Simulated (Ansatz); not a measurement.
Born–Oppenheimer molecular dynamics of BFH2O2 (6 atoms, charge 0, multiplicity 1). It starts from a relaxed structure.

Computed with RKS r2SCAN/def2-SVP in Ansatz 0.2.0.

```yaml
ensemble: NVT, Nosé–Hoover chain
time_step: 0.5 fs
steps_asked: 100
set_temperature: 700 K
thermostat: time constant 3 fs, chain length 1
seed: 562740
```

First frame:

```xyz
6
Properties=species:S:1:pos:R:3
B 0.050 -0.205 0.046
F -0.197 0.170 1.305
O 1.339 -0.253 -0.363
H 1.409 -0.534 -1.283
O -0.975 -0.527 -0.790
H -1.836 -0.450 -0.361
```

Q: How far do the bonds stretch over the last three quarters of this one trajectory? (Pairs bonded in most of those frames.)

A: 
```csv
bond,mean (Å),spread (Å),shortest,longest
B1–F2,1.347,0.007,1.34,1.36
B1–O3,1.364,0.015,1.34,1.39
B1–O5,1.370,0.019,1.33,1.39
O3–H4,0.971,0.014,0.95,0.99
O5–H6,0.979,0.044,0.91,1.06
```

Mean temperature of the second half: 686 K. The conserved energy stayed within 0.98 meV per atom of its start (net change 0.31 meV per atom), so the integration is sound. A run of 0.05 ps of so small a system gives no equilibrium averages.

The run took 4 min on 1 thread of Arm Neoverse V1 (shared host), peak memory 0.12 GiB.
